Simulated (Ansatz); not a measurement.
`C#C[O][SbH2]` and `C#COC=O` differ in one atom or group.

Ansatz, PBE0-D4/def2-TZVP geometries, multiplicity 1. Each molecule was computed in one conformer, which needn't be the lowest.

Elements past krypton have def2 core potentials.

```tsv
property	`C#C[O][SbH2]`
HOMO–LUMO gap (B3LYP/def2-TZVPP) / eV	4.38
size of the dipole moment (B3LYP/def2-TZVPP) / D	3.14
LUMO energy (B3LYP/def2-TZVPP) / eV	-2.21
HOMO–LUMO gap (PBE/def2-TZVPP) / eV	2.81
LUMO energy (PBE0/def2-TZVPP) / eV	-1.98
LUMO energy (PBE/def2-TZVPP) / eV	-2.79
```

Question: What does the change do to each property? (Best estimate.)

Answer: Ansatz gave: 
| property | `C#COC=O` | shift |
| --- | --- | --- |
| HOMO–LUMO gap (B3LYP/def2-TZVPP) / eV | 6.41 | 2.03 |
| size of the dipole moment (B3LYP/def2-TZVPP) / D | 1.43 | -1.71 |
| LUMO energy (B3LYP/def2-TZVPP) / eV | -1.29 | 0.92 |
| HOMO–LUMO gap (PBE/def2-TZVPP) / eV | 4.58 | 1.77 |
| LUMO energy (PBE0/def2-TZVPP) / eV | -1.00 | 0.98 |
| LUMO energy (PBE/def2-TZVPP) / eV | -2.13 | 0.66 |

With PBE0 the HOMO falls by 1.11 eV and the LUMO rises by 0.98 eV, so the gap widens by about 2.09 eV. PBE moves the HOMO by -1.11 eV and ωB97M-V by -1.12 eV. Dipoles are sizes alone; their direction can turn.

B3LYP here is the variant with VWN-RPA as its local correlation; programs differ in this.

Spin–orbit coupling is left out; it splits and shifts lone-pair levels of the heavy atoms by tenths of an eV.
